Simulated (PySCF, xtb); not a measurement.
TaF2, SMILES [F][Ta][F] (connectivity only; charge and spin as stated), neutral, multiplicity 4.

Harmonic wavenumbers (cm⁻¹) from xtb 6.7.1 with GFN2-xTB at its own minimum, in rising order: 112, 112, 387, 416.

Problem. What does PySCF 2.14.0 with B3LYP-D3(BJ)/def2-TZVP give at its own minimum? (Estimate from the structure and the level; the computed values follow.)

Solution. 49, 49, 640, 663. Paired by order, the mean absolute difference is 156 cm⁻¹ and the zero-point energies are 1.5 and 2.0 kcal/mol.
